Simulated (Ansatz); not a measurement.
A nudged elastic band was laid between two geometries of F6Mo + H2 (9 atoms, charge 0, multiplicity 1).

The calculation used RKS PBE0/def2-SVP (Ansatz).

| Quantity | Value |
| --- | --- |
| movable images | 7 |
| climbing image | yes |
| spring | 5.0 eV/Å² |
| optimiser | quadratic models (default) |
| start path | through a guess of the saddle point |
| force threshold | 0.05 eV/Å |
| iteration limit | 60 |
| end points | relaxed |

First end point:

```xyz
9
Properties=species:S:1:pos:R:3
Mo -0.251 -0.253 -0.225
F -0.165 -0.156 1.588
F 1.563 -0.249 -0.317
F -0.261 1.561 -0.327
F -2.066 -0.257 -0.137
F -0.242 -2.067 -0.128
F -0.341 -0.353 -2.037
H 2.169 2.236 1.787
H 1.813 1.852 2.339
```

Last end point:

```xyz
9
Properties=species:S:1:pos:R:3
Mo -0.006 0.271 -0.233
F 0.567 0.105 2.209
F 1.822 0.116 0.031
F -0.756 1.639 -1.214
F -1.562 0.446 0.697
F -0.132 -1.486 0.296
F 0.374 -0.292 -1.927
H 0.453 1.658 0.547
H 1.462 -0.144 2.138
```

Q: What changes between the two ends?

A: Bonds broken: Mo1–F2, H8–H9. Bonds formed: Mo1–H8, F2–H9. F6Mo + H2 becomes F6H2Mo.

Q: Give the energies along the band, and the barrier.

A: It converged. The highest image is number 4 of 0 to 8, 151.2 kJ/mol above the first end and 75.6 kJ/mol above the last; the last end lies 75.5 kJ/mol above the first. A vibrational analysis at the climbing image gives one clearly imaginary mode, 887i cm⁻¹: a first-order saddle point. The orbitals stay closed-shell, which can raise the energy where a bond breaks towards radicals; this wasn't checked here.

```csv
image,path coordinate (Å),energy (kJ/mol),Mo1–F2 (Å),H8–H9 (Å),Mo1–H8 (Å)
0,0.00,0.0,1.82,0.76,4.01
1,1.12,0.0,1.82,0.76,4.05
2,2.23,11.7,1.82,0.76,3.31
3,3.35,51.2,1.84,0.76,2.68
4,4.46,151.2,2.09,0.94,1.88
5,5.07,105.4,2.32,1.49,1.71
6,5.67,85.2,2.47,2.11,1.67
7,6.27,81.3,2.51,2.35,1.66
8,6.87,75.5,2.51,2.61,1.66
```

Q: What is the geometry of the highest image?

A: 
```xyz
9
Properties=species:S:1:pos:R:3:forces:R:3
Mo 0.141 0.127 -0.075 0.00 0.01 0.00
F 0.549 -0.462 1.892 0.00 0.00 0.00
F 1.949 0.009 -0.120 0.00 0.00 0.00
F -0.016 1.798 -0.838 0.00 0.00 0.00
F -1.483 0.516 0.644 0.00 0.00 0.00
F -0.365 -1.618 0.028 0.00 0.00 0.00
F 0.109 -0.282 -1.851 0.00 0.00 0.00
H 0.648 1.478 1.135 0.00 0.00 0.00
H 0.689 0.747 1.729 0.00 0.00 0.00
```

Q: What are the harmonic wavenumbers there?

A: 887i, 75, 167, 224, 261, 276, 307, 333, 349, 415, 557, 621, 658, 708, 738, 758, 771, 1133, 1165, 1782, 2243 cm⁻¹.

Run time: 5.6 min on 4 threads of Arm Neoverse V2 (shared host), peak memory 0.36 GiB.
